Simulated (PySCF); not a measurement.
Species: C4H14N2Si.
Bonds: C1–C2, C2–C3, C2–N4, N4–C5, N4–N6, N6–Si7. Hydrogens: H8, H9, H10 on C1; H11 on C2; H12, H13, H14 on C3; H15, H16, H17 on C5; H18 on N6; H19, H20, H21 on Si7.

The same species was optimised twice, with GFN2-xTB and with PBE0-D3(BJ)/def2-SVP (PySCF), and the same property calculations (PySCF, gas phase) were run on both structures.

```tsv
coordinate	GFN2-xTB	PBE0-D3(BJ)/def2-SVP	change
N6–Si7 (Å)	1.720	1.736	+0.016
N4–N6 (Å)	1.408	1.394	-0.014
C1–C2 (Å)	1.526	1.519	-0.007
C2–C3 (Å)	1.534	1.528	-0.006
N4–C5 (Å)	1.446	1.442	-0.004
C2–N4 (Å)	1.463	1.466	+0.003
N4–N6–Si7 (°)	118.7	116.1	-2.6
C1–C2–N4 (°)	108.4	110.0	+1.6
C2–N4–N6 (°)	112.3	113.4	+1.1
C1–C2–C3 (°)	110.4	111.5	+1.1
C3–C2–N4 (°)	114.7	113.7	-1.0
C5–N4–N6 (°)	111.8	112.6	+0.8
C2–N4–C5 (°)	114.8	115.1	+0.3
C1–C2–N4–C5 (°)	166	163	-3
C2–N4–N6–Si7 (°)	133	126	-7
```

Rotational constants: A = 3063, B = 1390, C = 1157 MHz (GFN2-xTB) against A = 3008, B = 1411, C = 1162 MHz (PBE0-D3(BJ)/def2-SVP). Point groups within 0.08 Å: C1 and C1.

On the GFN2-xTB structure: HOMO (eV) -6.37 [PBE0/pcSseg-1]; LUMO (eV) 0.73 [PBE0/pcSseg-1]; dipole (D) 1.52 [PBE0/pcSseg-1]; GIAO shielding of C1/C3 (mean) (ppm) 170.3 [PBE0/pcSseg-1]; GIAO shielding of C2 (ppm) 127.2 [PBE0/pcSseg-1]; GIAO shielding of N4 (ppm) 177.7 [PBE0/pcSseg-1]; GIAO shielding of C5 (ppm) 140.1 [PBE0/pcSseg-1]; GIAO shielding of N6 (ppm) 198.4 [PBE0/pcSseg-1]; GIAO shielding of Si7 (ppm) 407.6 [PBE0/pcSseg-1].

Task: What do these properties become on the PBE0-D3(BJ)/def2-SVP structure?

Result: 
```csv
property,level,on GFN2-xTB,on PBE0-D3(BJ)/def2-SVP,change
HOMO (eV),PBE0/pcSseg-1,-6.37,-6.36,+0.01
LUMO (eV),PBE0/pcSseg-1,0.73,0.79,+0.06
dipole (D),PBE0/pcSseg-1,1.52,1.65,+0.13
"energy, GFN2-xTB geometry as zero (kcal/mol)",PBE0/pcSseg-1,0.0,-1.5,-1.5
GIAO shielding of C1/C3 (mean) (ppm),PBE0/pcSseg-1,170.3,168.4,-1.9
GIAO shielding of C2 (ppm),PBE0/pcSseg-1,127.2,127.1,-0.1
GIAO shielding of N4 (ppm),PBE0/pcSseg-1,177.7,182.7,+5.0
GIAO shielding of C5 (ppm),PBE0/pcSseg-1,140.1,139.4,-0.7
GIAO shielding of N6 (ppm),PBE0/pcSseg-1,198.4,204.4,+6.0
GIAO shielding of Si7 (ppm),PBE0/pcSseg-1,407.6,409.4,+1.8
```

The heavy atoms differ by 0.047 Å rms after alignment. Among bonds between heavy atoms N6–Si7 changes most (+0.016 Å). Changes are differences of the printed values. Neither structure is proved a minimum here.

Shape of the structure used: `[CH3:1][CH:2]([CH3:3])[N:4]([CH3:5])[NH:6][SiH3:7]`: C1–C2–N4–C5 163°, C2–N4–N6–Si7 126°.
